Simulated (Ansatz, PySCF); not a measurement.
Constitutional and geometric isomers with formula C2H6OS. Isolated molecules, 0 K electronic values unless said otherwise. One relaxed conformer stands for each flexible species; it need not be the lowest. Strings in code marks are SMILES.

Quantity: vertical ionisation energy (energy after one electron is removed minus that of the parent at the parent's geometry), in eV.

Level 1: M06-2X/def2-TZVP // PBE0-D3(BJ)/def2-TZVP (PySCF)
Level 2: minus the HOMO energy of M06-2X/def2-TZVP // PBE0-D3(BJ)/def2-TZVP (PySCF)
Level 3: minus the HOMO energy of SVWN5/6-31G* // PBE0-D3(BJ)/def2-TZVP (PySCF)
Level 4: HF/cc-pVTZ // PBE0-D3(BJ)/def2-TZVP (Ansatz, an electronic-structure program)

```tsv
species	level 1	level 2	level 3	level 4
`CSCO` (C–S–C–O torsion -65°, S–C–O–H torsion -54°)	…	7.87	5.30	…
`COCS` (C–O–C–S torsion -69°, O–C–S–H torsion -68°)	9.68	8.37	5.80	8.48
`C[C@@H](O)S` (S–C–O–H torsion 47°, O–C–S–H torsion 66°)	9.66	8.36	5.69	…
```

Q: What belongs in the gaps?

A: 
- `CSCO` (C–S–C–O torsion -65°, S–C–O–H torsion -54°), level 1: 9.11
- `CSCO` (C–S–C–O torsion -65°, S–C–O–H torsion -54°), level 4: 7.96
- `C[C@@H](O)S` (S–C–O–H torsion 47°, O–C–S–H torsion 66°), level 4: 8.51
